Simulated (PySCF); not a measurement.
[PdS2]-, doublet: structure and spectrum

Method: PySCF, UPBE, basis Pd def2-SVPD with ECP28, S def2-SVPD (scalar-relativistic core potentials, no spin–orbit coupling, density fitting).

The structure is a minimum.

```json
{
 "Point group": "C2v",
 "Bond lengths": "Pd–S 2.157 Å (×2)",
 "Bond angles": "S–Pd–S 141.7°",
 "Entropy at 298.15 K and 1 bar (electronic part: spin only)": "305.8 J/(mol K)",
 "Highest occupied level (α)": "-0.65 eV",
 "Principal quadrupole moments (Buckingham, traceless) about the centre of mass": "-15.94, 7.51, 8.43 D Å",
 "Dipole moment about the centre of mass": "1.52 D",
 "Rotational constants": "0.8463, 0.0635, 0.05907 cm⁻¹",
 "Spin squared ⟨S²⟩": "0.752",
 "Enthalpy at 298.15 K above 0 K": "13.55 kJ/mol",
 "Heat capacity Cp at 298.15 K": "53.5 J/(mol K)",
 "Lowest empty level (α)": "-0.28 eV",
 "Principal polarisabilities": "77.5, 88.1, 198.7 bohr³",
 "Rotational symmetry number": "2",
 "Zero-point energy": "5.4 kJ/mol"
}
```

Harmonic modes (masses in u: Pd 105.903, S 31.972):
| symmetry | ω (cm⁻¹) | IR (km/mol) | μ (u) | type |
| --- | --- | --- | --- | --- |
| a1 | 67 | 4.2 | 40.69 | bend |
| a1 | 394 | 5.8 | 33.60 | stretch |
| b2 | 443 | 63.5 | 42.32 | stretch |

In C2v the vibrations span 2a1 + b2. Here b1 is antisymmetric to the molecular plane and b2 lies in it.

Charges (e); Mulliken and Löwdin values are unreliable with diffuse functions:
| atom | Mulliken | Löwdin | polar tensor | spin (Mulliken) | Mayer order to Pd1 |
| --- | --- | --- | --- | --- | --- |
| Pd1 | 0.15 | -0.49 | 0.25 | 0.25 | – |
| S2,3 | -0.57 | -0.26 | -0.62 | 0.38 | 1.24 |
Other Mayer orders above 0.3: S–S 0.61.

Mulliken populations on Pd1 (electrons outside its core potential): s 2.86, p 6.16, d 8.83, f 0.00.

Formally Pd is in oxidation state +3, d7, with 1 unpaired electron (the high-spin count would be 3). The Mulliken spin on Pd is 0.25, so most of the spin sits on the ligands and the formal count fails. The polar-tensor charge on Pd, 0.25, is far below the formal one.

This need not be the most stable arrangement of these atoms. Open d and f shells are described by one determinant, and the ground state may have another occupation or spin.

The final relaxation and frequency run took 35 s on 2 threads of a shared Arm Neoverse V2 host, with 88 basis functions and 10 gradients; the process peaked at 0.77 GiB.
